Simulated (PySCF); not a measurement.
Compound: C₈H₁₀BrN.
Atom-mapped SMILES: `[CH3:1][N:2]([CH3:3])[c:4]1[cH:5][cH:6][cH:7][cH:8][c:9]1[Br:10]` (hydrogens: H11, H12, H13 on C1; H14, H15, H16 on C3; H17 on C5; H18 on C6; H19 on C7; H20 on C8)

Method: PBE0-D3(BJ)/def2-SVP geometry optimisation, gas phase (PySCF); density fitting, grid level 1; the optimiser is geomeTRIC in internal coordinates, started from a GFN2-xTB structure with every atom displaced at random (about 0.01 Å).

Step 0: E = -79959.9524 eV
```
atom  x, y, z in Å  |  force x, y, z in eV/Å
C1     -2.0223    0.7350   -0.8909   -1.581   0.592   0.159
N2     -1.3074   -0.2855   -0.2129    1.064  -0.396   0.499
C3     -2.0551   -0.8276    0.8988    1.307   0.263   0.303
C4      0.1059   -0.1004   -0.0644   -3.233  -0.553   0.424
C5      0.6870    0.0329    1.1750    0.626   0.322   0.990
C6      2.0562    0.1863    1.2982    0.266  -0.080   0.100
C7      2.8716    0.1876    0.1727   -0.607  -0.015  -0.074
C8      2.2982    0.0279   -1.0786   -1.278  -0.001   1.329
C9      0.9141   -0.1317   -1.1584    1.286  -0.076  -2.373
Br10    0.1908   -0.5012   -2.8986    0.214   0.066   0.369
H11    -1.4174    1.2885   -1.5892    0.479   0.188  -0.512
H12    -2.4355    1.4932   -0.1711    0.126  -0.198  -0.187
H13    -2.9033    0.3266   -1.4490    0.456   0.113   0.209
H14    -2.9983   -1.2105    0.5368   -0.632  -0.231  -0.207
H15    -1.4790   -1.6592    1.3474   -0.253   0.133  -0.031
H16    -2.2588   -0.0668    1.6915   -0.059  -0.184  -0.099
H17     0.0825    0.0647    2.0737   -0.268  -0.038   0.145
H18     2.4926    0.3036    2.2850    0.117   0.034   0.235
H19     3.9285    0.3005    0.2585    0.974   0.113   0.126
H20     2.8683   -0.0026   -1.9575    0.997  -0.049  -1.404
```

Step 1: E = -79960.1701 eV
```
atom  x, y, z in Å  |  force x, y, z in eV/Å
C1     -2.0750    0.7686   -0.8815    0.211   0.027   0.132
N2     -1.3198   -0.2759   -0.2169   -0.091  -0.061  -0.115
C3     -2.0218   -0.8435    0.9015   -0.279  -0.103  -0.096
C4      0.0630   -0.1184   -0.0941    0.281   0.136  -0.163
C5      0.6712    0.0473    1.1645   -0.145  -0.059  -0.051
C6      2.0456    0.1872    1.3141    0.043   0.041   0.015
C7      2.8729    0.1868    0.1956    0.152   0.011   0.101
C8      2.3068    0.0179   -1.0636    0.317   0.002  -0.486
C9      0.9355   -0.1427   -1.2160   -0.333   0.029   0.434
Br10    0.2745   -0.4771   -2.9479   -0.084  -0.025  -0.084
H11    -1.5097    1.1769   -1.7269   -0.038  -0.062  -0.097
H12    -2.2865    1.6107   -0.1908   -0.074   0.008   0.018
H13    -3.0357    0.3721   -1.2500    0.090   0.004  -0.022
H14    -3.0004   -1.2249    0.5498    0.153   0.078   0.077
H15    -1.4647   -1.6948    1.3139    0.036  -0.008   0.029
H16    -2.2294   -0.1216    1.7203    0.024   0.000   0.013
H17     0.0315    0.0791    2.0476    0.014   0.002   0.019
H18     2.4660    0.3205    2.3138    0.009  -0.015  -0.006
H19     3.9566    0.3079    0.2998   -0.125  -0.028  -0.032
H20     2.9381   -0.0147   -1.9663   -0.162   0.022   0.316
```

Q: Estimate the geometry and energy of step 2. (The exact step hangs on the optimiser's Hessian estimate; all steps are aligned on step 1, rigid shifts and turns removed.)

A: E = -79960.1666 eV, largest force 0.256 eV/Å
```
atom  x, y, z in Å  |  force x, y, z in eV/Å
C1     -2.0422    0.7544   -0.9041    0.011   0.074   0.090
N2     -1.3157   -0.2820   -0.2026   -0.025   0.012   0.142
C3     -2.0504   -0.8419    0.9007   -0.018   0.019   0.004
C4      0.0625   -0.1125   -0.0510    0.183   0.035  -0.175
C5      0.6871    0.0396    1.1999   -0.126  -0.054  -0.053
C6      2.0668    0.1798    1.3142    0.016   0.007   0.049
C7      2.8752    0.1921    0.1811    0.092   0.018   0.014
C8      2.2960    0.0425   -1.0764   -0.136  -0.011   0.101
C9      0.9172   -0.1206   -1.1774   -0.035   0.019  -0.124
Br10    0.1995   -0.4416   -2.8960    0.117  -0.115  -0.155
H11    -1.4549    1.1377   -1.7474   -0.085   0.002   0.032
H12    -2.2890    1.6098   -0.2404   -0.011  -0.033   0.015
H13    -2.9824    0.3435   -1.3015   -0.025   0.012  -0.039
H14    -3.0164   -1.2241    0.5323    0.024   0.017  -0.003
H15    -1.5009   -1.6872    1.3379    0.017   0.005   0.003
H16    -2.2759   -0.1122    1.7080    0.023  -0.003   0.009
H17     0.0680    0.0579    2.0982    0.002  -0.007   0.015
H18     2.5109    0.2957    2.3056    0.008  -0.003  -0.002
H19     3.9575    0.3074    0.2693    0.003   0.002   0.014
H20     2.9058    0.0230   -1.9832   -0.036   0.005   0.063
```

The energy changes by +0.0035 eV. The first-order estimate −F·Δx gives -0.0323 eV and the mean of the old and new forces, exact on a quadratic surface, +0.0048 eV. The step makes an angle of 82° with the force vector and moves no atom by more than 0.098 Å. The energy falls at the start of this step and ends higher, so the step passed the lowest point of its straight line.

The cost below is that of the whole optimisation. On one thread of an Intel Xeon 6975P-C (shared host), this took 2.6 min of wall time and 0.99 GiB of memory at its peak.
